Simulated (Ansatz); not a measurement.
Consider the hydrogen abstraction from a Ge–H bond: `N#[C][GeH]([F])[Cl]` + F• → `N#[C][Ge]([F])[Cl]`• + H–F.

Computed with Ansatz on PBE0-D4/def2-TZVP structures; ΔE is electronic, products minus reactants. CCSD(T)/CBS adds triple-zeta CCSD(T) − MP2 to the extrapolated MP2 energy (def2 sets, frozen cores). This one scheme is used for every species, atoms too. Open shells (•) are unrestricted, without spin–orbit coupling. Spin–orbit coupling would lower the free atoms: a little for F. Bonds to Ge are less sure, by a few kJ/mol each and by 10 to 20 or more in all where they break to atoms, as the def2 sets lack core-valence functions. Scalar relativity is left out up to krypton.

| species | MP2/CBS(def2) energy (Eh) |
| --- | --- |
| `N#[C][GeH]([F])[Cl]` | -2729.03658 |
| F• | -99.65324 |
| `N#[C][Ge]([F])[Cl]`• | -2728.39296 |
| H–F | -100.38702 |

(1) Work out ΔE.

Largest T1 diagnostic among the species: 0.015.

Results:

(1) ΔE = (-2728.39296) + (-100.38702) − (-2729.03658) − (-99.65324) = -0.09016 Eh = -56.6 kcal/mol. CCSD(T)/CBS gives -50.3 kcal/mol.

From PBE to PBE0 (25 % exact exchange), in def2-TZVPP and without D4, ΔE moves by +7.9 kcal/mol. At CCSD(T), def2-SVP lies +9.6 kcal/mol from the extrapolated value and def2-TZVPP +2.7 kcal/mol. In def2-TZVPP, CCSD(T) changes the Hartree–Fock value by −22.7 kcal/mol (the triples alone add −2.0 kcal/mol) and MP2 by −28.9 kcal/mol.
